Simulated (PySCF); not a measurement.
**Working with the constants of Rb₂**

RHF-CCSD(T) constants of Rb₂, ¹Σg⁺ (singlet), closed shell (PySCF, scalar-relativistic core potentials, basis sets Rb def2-SVP with ECP28; masses 84.9118 and 84.9118 u):

```
ωe            : 48.6 cm⁻¹
ωexe          : 0.115 cm⁻¹
Be            : 0.020813 cm⁻¹
αe            : 5.85e-05 cm⁻¹
De to Rb + Rb : 0.354 eV
```

What force constant and bond length do these constants imply?

Reduced mass μred = 42.456 u; k = 5.8918×10⁻⁷·μred·ωe² (u, cm⁻¹, mdyn/Å) = 0.0591 mdyn/Å; Re = √(16.8576/(μred·Be)) (u, cm⁻¹, Å) = 4.368 Å.

Estimate the centrifugal constant D from the Kratzer relation and find the Dunham coefficient a1.

D = 4Be³/ωe² = 1.53e-08 cm⁻¹; a1 = −1 − αeωe/(6Be²) = -2.09.

Correlated steps freeze no core orbitals. The bond is weak. Basis-set superposition, not corrected here, can be much of De in a small basis, most of all at correlated wavefunction levels. Where the molecule has an RHF reference, its open-shell atoms are computed with UHF.
